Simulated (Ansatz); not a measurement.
`[F][Al]([F])[SH]` + `N=C=O` → `O=C=[N][Al]([F])[F]` + H₂S at 298.15 K and 1 bar (ligand exchange at the Al–S bond).

Gas-phase electronic energies from Ansatz, PBE0-D4/def2-TZVP geometries. CCSD(T)/CBS is the MP2 limit (def2-TZVPP, def2-QZVPP) plus CCSD(T) − MP2 in def2-TZVPP, frozen cores. This one scheme is used for every species. Each species was taken in one conformer, which may not be the lowest.

```json
{"species": "`[F][Al]([F])[SH]`", "CCSD(T)/CBS energy (Eh)": "-840.18239", "H − E (kJ/mol)": "55.7", "S (J/(mol·K))": "314.9"}
{"species": "`N=C=O`", "CCSD(T)/CBS energy (Eh)": "-168.51995", "H − E (kJ/mol)": "67.5", "S (J/(mol·K))": "238.3"}
{"species": "`O=C=[N][Al]([F])[F]`", "CCSD(T)/CBS energy (Eh)": "-609.73954", "H − E (kJ/mol)": "70.1", "S (J/(mol·K))": "346.9"}
{"species": "H₂S", "CCSD(T)/CBS energy (Eh)": "-398.97279", "H − E (kJ/mol)": "49.9", "S (J/(mol·K))": "205.7"}
```

H − E and S are ideal-gas, rigid-rotor, harmonic terms from PBE0-D4/def2-TZVP, for one conformer and one mirror image of each species. 1 Eh = 2625.50 kJ/mol, R = 8.31446 J/(mol·K).

By hand: ΔE, ΔH, ΔS and ΔG.

ΔE = (-609.73954) + (-398.97279) − (-840.18239) − (-168.51995) = -0.00999 Eh = -26.2 kJ/mol. Δ(H − E) = 70.1 + 49.9 − 55.7 − 67.5 = -3.2, so ΔH = -29.4 kJ/mol. ΔS = 346.9 + 205.7 − 314.9 − 238.3 = -0.6 J/(mol·K). ΔG = -29.4 − 298.15 × (-0.6)/1000 = -29.2 kJ/mol.

By hand: the equilibrium constant, and the temperature at which ΔG would vanish if ΔH and ΔS stayed fixed.

log₁₀ K = −ΔG/(RT ln 10) = 5.1. ΔG = 0 at ΔH/ΔS = 49000 K, far beyond where these terms or the molecules hold.

The number of gas molecules stays the same, so ΔS is small and ΔH decides. A doubt of 5 kJ/mol in ΔE shifts log₁₀ K by 0.9 here. Other conformers and mirror images would add mixing entropy, several J/(mol·K) or more a flexible species. Modes under 60 cm⁻¹, often nearly free rotors, make the harmonic entropy too high. These are equilibria of isolated gas molecules and say nothing of rates. Largest T1 diagnostic: 0.018 (customary marks: 0.02 for closed shells, 0.045 for open ones).
